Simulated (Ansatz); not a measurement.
Species: CH$_{6}$O$_{2}$Si, SMILES `OC[SiH2]O` (charge 0, multiplicity 1), formula CH6O2Si.

**Question.** How many basis functions does frozen-core CCSD(T)/def2-TZVPP // PBE0-D4/def2-TZVP in Ansatz (a first-principles code) use, how many core orbitals are frozen, and how many electrons are correlated?

**Answer.** 219 basis functions and 8 frozen orbitals, which leaves 26 correlated electrons. Core time is of the order of minutes.
